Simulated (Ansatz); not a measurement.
`C#C[SeH]` + `OPO` → `OP(O)[SeH]` + `C#C`  (ligand exchange at the Se–C bond)

Computed with Ansatz on PBE0-D4/def2-TZVP structures; ΔE is electronic, products minus reactants. CCSD(T)/CBS adds triple-zeta CCSD(T) − MP2 to the extrapolated MP2 energy (def2 sets, frozen cores). This one scheme is used for every species. DFT in def2-TZVPP. HSE06 is defined as in plane-wave codes. For Se outer-core shells are correlated without core-valence functions, which leaves a few kJ/mol of doubt a bond. Scalar relativity is left out up to krypton. Each species was taken in one conformer, which may not be the lowest.

```json
{"level": "revPBE-D4", "ΔE (kJ/mol)": "-74.8"}
{"level": "CAM-B3LYP-D4", "ΔE (kJ/mol)": "-66.3"}
{"level": "ωB97M-V", "ΔE (kJ/mol)": "-70.0"}
{"level": "BLYP", "ΔE (kJ/mol)": "-68.9"}
{"level": "PBE0", "ΔE (kJ/mol)": "-68.1"}
{"level": "HSE06", "ΔE (kJ/mol)": "-68.4"}
{"level": "SCS-MP2/def2-QZVPP", "ΔE (kJ/mol)": "-62.5"}
{"level": "CCSD/CBS(def2)", "ΔE (kJ/mol)": "-69.5"}
```

**Question.** What does CCSD(T)/CBS give? (Best estimate.)

**Answer.** Ansatz gave: -71.7 kJ/mol. The listed levels differ from it by -3.1, 5.4, 1.7, 2.8, 3.6, 3.3, 9.2, 2.2 kJ/mol.

Largest T1 diagnostic among the species: 0.013.

At CCSD(T), def2-SVP lies +16.2 kJ/mol from the extrapolated value and def2-TZVPP +10.3 kJ/mol. The D4 term adds −5.3 kJ/mol with B3LYP and −2.8 kJ/mol with PBE0; it sums over pairs of atoms, weighted by their polarisabilities, and B3LYP, whose exchange is more repulsive, gets the larger term.

B3LYP here is the variant with VWN-RPA as its local correlation; programs differ in this.
